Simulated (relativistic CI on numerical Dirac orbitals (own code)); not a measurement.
A reference radial Dirac CI calculation of La2+ gave the lowest total energy -8481.48729 Ha in 23 SCF steps, from this input:

```
atom La  Z=57  charge=2  electrons=55
nucleus A=139  rms_radius_fm=4.8550
hamiltonian dirac-coulomb  breit=on  qed=on  c_scale=1
orbitals kli  potential=per-configuration
slater_scale 1
correlation none
mixing on
grid step=0.0125 r_max=86.5
scf mixing=0.4 start=green max_iterations=150 tolerance=2e-08 node_fill=0.05
configurations
  [Xe] 5d
  [Xe] 6s
end
```

One setting was then changed (and the iteration limit cut to 62), and the output read:

```
SCF 1: [Xe] 5d
 iter      energy (Ha)   residual   last orbital (Ha)
    1     -8483.032198   2.09e+00     -0.90824
    2     -8492.584618   8.22e-01     -0.61646
    3     -8491.901667   2.12e-01     -0.54344
    4     -8491.923840   4.51e-02     -0.54825
    5     -8491.836410   1.64e-02     -0.54313
    6     -8491.798497   2.39e-03     -0.53829
    7     -8491.802934   6.87e-04     -0.53882
    8     -8491.804914   8.64e-05     -0.53907
    9     -8491.804661   1.78e-06     -0.53904
   10     -8491.804662   8.34e-07     -0.53904
   11     -8491.804664   7.02e-08     -0.53904
   12     -8491.804664   6.18e-09     -0.53904
SCF 2: [Xe] 6s
 iter      energy (Ha)   residual   last orbital (Ha)
    1     -8483.231806   2.09e+00     -0.73201
    2     -8492.536971   8.27e-01     -0.59654
    3     -8491.851076   2.06e-01     -0.53813
    4     -8491.880914   4.29e-02     -0.52175
    5     -8491.782219   1.41e-02     -0.51807
    6     -8491.758242   1.31e-03     -0.51239
    7     -8491.762427   1.09e-04     -0.51199
    8     -8491.762416   8.11e-05     -0.51192
    9     -8491.762291   4.27e-06     -0.51180
   10     -8491.762305   6.69e-07     -0.51180
   11     -8491.762307   1.75e-07     -0.51180
   12     -8491.762307   6.39e-09     -0.51180
orbital energies (Ha): 4p3/2 -6.9872  4d3/2 -3.8074  4d5/2 -3.7092  5s -1.7052  5p1/2 -1.2077  5p3/2 -1.1311  5d3/2 -0.5445  5d5/2 -0.5390
configuration averages (Ha): Dirac-Coulomb, Breit, QED
  5d                           -8491.804664    6.839755    4.615734
  6s                           -8491.762307    6.840090    4.616040
levels: no., configuration, term, J, E (cm-1), weight
   1 5d                     2D   3/2              0.0  1.00
   2 5d                     2D   5/2           1711.8  1.00
   3 6s                     2S   1/2          10463.7  1.00
lowest total energy -8480.353854 Ha
end: converged
```

(1) Which setting was changed?
A. node fill of the KLI weights
B. SCF mixing
C. configuration list
D. QED terms

Results:

(1) A. The node fill of the KLI weights 50. This setting is bad on purpose; its numbers may not be properties of the ion.
